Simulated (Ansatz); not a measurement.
HCl ··· GeH₄

The pair of HCl (SMILES Cl, atoms 1–2) and GeH₄ (SMILES [GeH4], atoms 3–7), both closed shells, in one local arrangement (a lower one may exist), relaxed at PBE0-D4/def2-TZVP:

```xyz
7
angstrom
Cl -0.4279 -0.0356 -3.0512
H 0.3251 0.1301 -2.0265
Ge 0.0100 -0.0218 1.0253
H -0.5370 -1.4408 0.8387
H -1.1282 0.9998 0.9353
H 1.0286 0.2695 -0.0950
H 0.7294 0.0988 2.3733
```

Program: Ansatz 0.2.0. Basis: def2-TZVPPD, with def2-QZVPPD for the basis limit. Cores are frozen in the correlated methods. Filled d shells of the heavier atoms are correlated. The def2 sets are not built for correlating such inner shells, so the correlated values are less sure here. B3LYP uses VWN-RPA correlation. Extrapolation: Hartree–Fock as exp(−7.88 √X), correlation as X^−2.97. Interaction energies count from these two fragments, frozen as in the pair, with the counterpoise correction; negative means bound.

(1) What is the interaction energy by CCSD(T) at an estimated basis limit (MP2 extrapolated from triple and quadruple zeta, plus CCSD(T) − MP2 in triple zeta)? (An estimate is asked for; the value comes from the calculation.)

(2) Which atoms make the shortest contact between the fragments?

T1 diagnostic: at most 0.012.

## Answers

(1) The calculation gives: -4.3 kJ/mol. Hartree–Fock alone gives 3.3 kJ/mol at the basis limit, so without correlation the pair would not bind at this distance. It counts from the two fragments frozen as in the pair.

The same quantity by other methods in triple zeta, and each one's difference from that estimate:
| method | E_int (kJ/mol) | difference |
| --- | --- | --- |
| PBE-D4 | -6.3 | -2.0 |
| revPBE-D4 | -4.7 | -0.4 |
| BLYP-D4 | -4.7 | -0.4 |
| r2SCAN-D4 | -4.3 | 0.0 |
| B97M-V | -4.6 | -0.3 |
| PBE0-D4 | -5.2 | -0.9 |
| B3LYP-D4 | -4.8 | -0.5 |
| HSE06-D4 | -5.3 | -1.0 |
| wB97X-V | -3.9 | 0.5 |
| wB97M-V | -3.8 | 0.5 |
| B2PLYP | -1.6 | 2.8 |
| HF | 3.4 | 7.7 |
| MP2 | -3.7 | 0.6 |
| CCSD | -2.1 | 2.3 |
| CCSD(T) | -3.1 | 1.2 |
Differences are method less estimate.

(2) H2 and H6, 2.06 Å apart.

Basis-set superposition shift (counterpoise-corrected less uncorrected): CCSD(T) 2.3; MP2 2.4; HF 0.4; PBE0-D4 0.4; wB97M-V 0.4 kJ/mol.

For scale, one of the runs: CCSD(T)/def2-TZVPPD, 190 basis functions, launched by `ansatz run in.yaml --threads 2 --pin off --events-out ev --progress --plain --max-ram 5222MiB`. Hardware: 2 CPU threads of an Arm Neoverse V1, shared host. Wall time 67 s; peak host memory 1.9 GiB.
